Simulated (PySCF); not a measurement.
CH8O2Si2, SMILES C[Si](O)(O)[SiH3]. Geometry: r2SCAN-D4/def2-SVP. This is a generated structure with no PubChem entry under its InChIKey; it may be hypothetical. The values are those of a single conformer.

Level of theory: r2SCAN-D4/def2-SVP in PySCF.

Harmonic wavenumbers (cm⁻¹): 90, 107, 123, 133, 155, 166, 224, 250, 323, 430, 500, 502, 673, 726, 750, 783, 802, 851, 900, 925, 936, 948, 1253, 1422, 1428, 2194, 2206, 2220, 3023, 3125, 3136, 3860, 3887. Rotational constants (GHz): 3.473, 2.026, 1.939; symmetry number 1.

**Question.** Work out the zero-point energy and the ideal-gas rigid-rotor harmonic-oscillator thermochemistry at 298.15 K and 1 atm.

**Answer.** ZPE = ½ Σ hcν = ½ × 39052 cm⁻¹ = 55.83 kcal/mol. H − E(el) = 62.58 kcal/mol. Entropy in cal/(mol K): translation 39.95, rotation 27.56, vibration 27.18, total 94.70. G − E(el) = 34.35 kcal/mol. Cp = 35.11 cal/(mol K). Modes under 150 cm⁻¹ make the vibrational entropy uncertain.
